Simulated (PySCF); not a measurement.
Computed IR spectrum (relative IR intensity) of a molecule C₂H₈BNO. The structure is a stationary point at PBE-D3(BJ)/def2-SVP. The values are those of a single conformer. Method: PySCF with PBE-D3(BJ)/def2-SVP. Frequencies are harmonic and unscaled.

Lines under 2 % of the strongest are left out, and lines within 2 cm⁻¹ are merged.

ν (cm⁻¹): 551 (w), 602 (m), 851 (vw), 975 (w), 1109 (w), 1122 (vw), 1150 (w), 1233 (w), 1285 (s), 1394 (w), 1412 (m), 1437 (w), 1531 (vs), 2547 (s), 2909 (m), 2935 (m), 2975 (w), 2993 (w), 3046 (w), 3071 (vw), 3513 (vw) (against the strongest line: vs over 80 %, s over 45 %, m over 15 %, w over 4 %, vw less)

Problem. Identify the compound among the candidates.
A) COB(C)N
B) CNBOC
C) CCB(N)O
D) CN(C)BO

Solution. B, CNBOC
